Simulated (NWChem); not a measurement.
System: C2H3FO2Si; SMILES F[Si@H]1OC(C1)=O

Input file for NWChem:

```
start job
memory heap 200 mb stack 900 mb global 1100 mb
geometry units angstroms noautosym nocenter noautoz
  O      0.239480     2.424158    -0.334531
  C      0.054514     1.277385    -0.095559
  C     -1.235869     0.441228    -0.040830
  Si    -0.058554    -0.924386     0.425353
  F      0.178176    -2.077605    -0.675749
  O      1.037276     0.371129     0.232256
  H     -1.732355     0.376139    -1.020295
  H     -1.953501     0.829552     0.696125
  H     -0.002947    -1.562971     1.753784
end
basis spherical
  * library def2-svp
end
dft
  xc m05-2x
  iterations 150
end
cosmo
  do_cosmo_smd true
  solvent benzene
end
task dft energy
```

NWChem printed, in part:

```
             Northwest Computational Chemistry Package (NWChem) 7.3.0
             --------------------------------------------------------

                             Geometry "geometry" -> ""
                             -------------------------

 Output coordinates in angstroms (scale by  1.889725989 to convert to a.u.)

  No.       Tag          Charge          X              Y              Z
 ---- ---------------- ---------- -------------- -------------- --------------
    1 O                    8.0000     0.23948000     2.42415800    -0.33453100
    2 C                    6.0000     0.05451400     1.27738500    -0.09555900
    3 C                    6.0000    -1.23586900     0.44122800    -0.04083000
    4 Si                  14.0000    -0.05855400    -0.92438600     0.42535300
    5 F                    9.0000     0.17817600    -2.07760500    -0.67574900
    6 O                    8.0000     1.03727600     0.37112900     0.23225600
    7 H                    1.0000    -1.73235500     0.37613900    -1.02029500
    8 H                    1.0000    -1.95350100     0.82955200     0.69612500
    9 H                    1.0000    -0.00294700    -1.56297100     1.75378400

 Effective nuclear repulsion energy (a.u.)     300.4411532429

                                 NWChem DFT Module
                                 -----------------

 Summary of "ao basis" -> "ao basis" (spherical)
 ------------------------------------------------------------------------------
       Tag                 Description            Shells   Functions and Types
 ---------------- ------------------------------  ------  ---------------------
 O                          def2-svp                 6       14   3s2p1d
 C                          def2-svp                 6       14   3s2p1d
 Si                         def2-svp                 8       18   4s3p1d
 F                          def2-svp                 6       14   3s2p1d
 H                          def2-svp                 3        5   2s1p

 in cosmo_initialize ...
 calling solv_data for solv:benzene

 solvent parameters
 solvname_short: benzene
 solvname_long:  benzene
 dielec:        2.2706
 dielecinf:     2.2533
 nonaqueous SMD model solvent descriptors
 dielec:        2.2706
 sola:          0.0000
 solb:          0.1400
 solc:          1.0000
 solg:         40.6200
 solh:          0.0000
 soln:          1.5011

[...]

                                COSMO-SMD solvation results
                                ---------------------------

             internal energy in gas <Psi(g)|H|Psi(g)> =      -617.502654289023
         internal energy in solvent <Psi(s)|H|Psi(s)> =      -617.502208868201
                               delta internal energy  =         0.000445420822 (    0.28 kcal/mol)
   total free energy in solvent <Psi(s)|H+V/2|Psi(s)> =      -617.508555916990
 polarization energy contribution <Psi(s)|V/2|Psi(s)> =        -0.006347048789 (   -3.98 kcal/mol)
    total free energy in solvent including G(SMD-CDS) =      -617.511055311972
                       G(SMD-CDS) energy contribution =        -0.002499394982 (   -1.57 kcal/mol)
     1 M fixed-concentration free energy of solvation =        -0.008401022949 (   -5.27 kcal/mol)

                       DFT Final Molecular Orbital Analysis
                       ------------------------------------

 Vector   25  Occ=2.000000D+00  E=-4.143009D-01
              MO Center=  3.5D-01,  9.2D-01, -2.3D-02, r^2= 2.6D+00
   Bfn.  Coefficient  Atom+Function         Bfn.  Coefficient  Atom+Function
  ----- ------------  ---------------      ----- ------------  ---------------
    80     -0.346845  6 O  pz                 6      0.344684  1 O  pz
    78      0.270703  6 O  px                83     -0.267618  6 O  pz
     9      0.243093  1 O  pz                81      0.198310  6 O  px
    32      0.162952  3 C  px                33     -0.125223  3 C  py
    31      0.121071  3 C  s                 50     -0.109830  4 Si px

 Vector   26  Occ=2.000000D+00  E=-4.031246D-01
              MO Center= -6.3D-02,  3.0D-01,  2.6D-01, r^2= 3.3D+00
   Bfn.  Coefficient  Atom+Function         Bfn.  Coefficient  Atom+Function
  ----- ------------  ---------------      ----- ------------  ---------------
    78      0.258903  6 O  px                80      0.254286  6 O  pz
    31      0.243388  3 C  s                 32      0.228245  3 C  px
    83      0.196890  6 O  pz                33     -0.192917  3 C  py
    81      0.187070  6 O  px                99     -0.186520  9 H  s
     6     -0.179372  1 O  pz               100     -0.170490  9 H  s

 Vector   27  Occ=2.000000D+00  E=-3.566242D-01
              MO Center= -7.0D-02,  1.5D+00, -1.5D-01, r^2= 2.7D+00
   Bfn.  Coefficient  Atom+Function         Bfn.  Coefficient  Atom+Function
  ----- ------------  ---------------      ----- ------------  ---------------
     4      0.511822  1 O  px                 7      0.357058  1 O  px
    33      0.269900  3 C  py                36      0.188546  3 C  py
    79     -0.154138  6 O  py                77     -0.144836  6 O  s
    82     -0.129783  6 O  py                31      0.128800  3 C  s
    50      0.126922  4 Si px                78      0.119053  6 O  px

 Vector   28  Occ=0.000000D+00  E= 4.739969D-02
              MO Center= -1.4D-01,  1.3D+00, -1.2D-01, r^2= 2.5D+00
   Bfn.  Coefficient  Atom+Function         Bfn.  Coefficient  Atom+Function
  ----- ------------  ---------------      ----- ------------  ---------------
    20      0.503123  2 C  pz                23      0.500574  2 C  pz
    90      0.463761  7 H  s                 95     -0.445993  8 H  s
     9     -0.395875  1 O  pz                 6     -0.342997  1 O  pz
    37      0.276558  3 C  pz                83     -0.252958  6 O  pz
    80     -0.235306  6 O  pz                89      0.170367  7 H  s

[...]
```

Level: M05-2X/def2-SVP, SMD on the gas-phase geometry. Coordinates come from a PBE0/def2-SVP optimisation. Solvent: benzene.
